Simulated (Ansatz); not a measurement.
Start from `[OH][Ga]([F])[Br]` and change one element to get `[OH][Al]([F])[Br]`.

Ansatz, PBE0-D4/def2-TZVP geometries, multiplicity 1. Each molecule was computed in one conformer, which needn't be the lowest.

Scalar relativity is left out up to krypton.

```csv
property,`[OH][Ga]([F])[Br]`
LUMO energy (PBE/def2-TZVPP) / eV,-2.68
size of the dipole moment (ωB97M-V/def2-TZVPP) / D,2.31
HOMO energy (ωB97M-V/def2-TZVPP) / eV,-11.31
LUMO energy (B3LYP/def2-TZVPP) / eV,-2.10
HOMO–LUMO gap (ωB97M-V/def2-TZVPP) / eV,11.48
LUMO energy (ωB97M-V/def2-TZVPP) / eV,0.16
```

Task: Give the same properties after the change, and the shifts. (An estimate is asked.)

Result: The calculation gave: 
| property | `[OH][Al]([F])[Br]` | shift |
| --- | --- | --- |
| LUMO energy (PBE/def2-TZVPP) / eV | -1.97 | 0.71 |
| size of the dipole moment (ωB97M-V/def2-TZVPP) / D | 1.97 | -0.34 |
| HOMO energy (ωB97M-V/def2-TZVPP) / eV | -11.19 | 0.12 |
| LUMO energy (B3LYP/def2-TZVPP) / eV | -1.43 | 0.67 |
| HOMO–LUMO gap (ωB97M-V/def2-TZVPP) / eV | 11.73 | 0.25 |
| LUMO energy (ωB97M-V/def2-TZVPP) / eV | 0.54 | 0.38 |

With PBE0 the HOMO rises by 0.12 eV and the LUMO rises by 0.63 eV, so the gap widens by about 0.51 eV. PBE moves the HOMO by 0.11 eV and ωB97M-V by 0.12 eV. Dipoles are sizes alone; their direction can turn.

B3LYP here is the variant with VWN-RPA as its local correlation; programs differ in this.

Spin–orbit coupling is left out; it splits and shifts lone-pair levels of the heavy atoms by tenths of an eV.
